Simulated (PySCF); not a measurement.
C4H2ClF, SMILES Cl/C(C#C)=C/F.

Geometry: ωB97X-D3(BJ)/def2-SVP. The structure was generated by enumeration; whether it is a known compound was not checked.

Calculation: PySCF with r2SCAN/def2-TZVP.

Symmetry labels are those of the subgroup Cs that the program uses (full group Cs).

Computed valence orbital energies around the gap with their symmetry:
| orbital | symmetry | energy (eV) |
|---|---|---|
| HOMO−7 | A" | -12.37 |
| HOMO−6 | A' | -11.80 |
| HOMO−5 | A' | -10.04 |
| HOMO−4 | A" | -9.98 |
| HOMO−3 | A' | -8.43 |
| HOMO−2 | A" | -7.96 |
| HOMO−1 | A' | -7.53 |
| HOMO | A" | -6.27 |
| LUMO | A" | -2.03 |
| LUMO+1 | A' | -1.26 |
| LUMO+2 | A' | 0.97 |
| LUMO+3 | A" | 1.75 |
